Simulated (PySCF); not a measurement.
Iodobenzene, C6H5I, SMILES Ic1ccccc1, singlet, PBE0/def2-SVP optimised geometry.

```
12

I      1.75    -2.59     0.00
C      0.69    -0.77     0.00
C      1.40     0.44     0.00
C      0.69     1.64     0.00
C     -0.70     1.64     0.00
C     -1.40     0.43     0.00
C     -0.70    -0.78     0.00
H      2.49     0.44     0.00
H      1.24     2.59     0.00
H     -1.25     2.59     0.00
H     -2.49     0.42     0.00
H     -1.25    -1.73     0.00
```

Density from PBE0/def2-TZVP, def2 effective core potentials past Kr (PySCF 2.14.0) at that geometry. The core electrons that the potentials of I replace are not part of the density.

Minimum of the electron density along straight lines between bonded atoms, close to the bond critical point (lines longer than 1.1 times the sum of covalent radii, or with two minima, are not listed):

| bond | length / Å | ρ at the minimum / e bohr⁻³ | ∇²ρ there / e bohr⁻⁵ | position (fraction from the first atom) |
|---|---|---|---|---|
| I1–C2 | 2.105 | ? | ? | 0.53 |
| C2–C3 | 1.395 | 0.315 | -0.91 | 0.51 |
| C3–C4 | 1.395 | 0.314 | -0.91 | 0.50 |
| C4–C5 | 1.394 | 0.316 | -0.93 | 0.50 |
| C5–C6 | 1.394 | 0.316 | -0.93 | 0.50 |
| C2–C7 | 1.395 | 0.315 | -0.91 | 0.51 |
| C6–C7 | 1.395 | 0.314 | -0.91 | 0.50 |
| C3–H8 | 1.092 | 0.282 | -1.00 | 0.65 |
| C4–H9 | 1.093 | 0.280 | -0.99 | 0.65 |
| C5–H10 | 1.092 | 0.281 | -0.99 | 0.65 |
| C6–H11 | 1.093 | 0.280 | -0.99 | 0.65 |
| C7–H12 | 1.092 | 0.282 | -1.00 | 0.65 |

Fill in the missing entries.


- I1–C2, ρ at the minimum / e bohr⁻³: 0.129
- I1–C2, ∇²ρ there / e bohr⁻⁵: -0.07
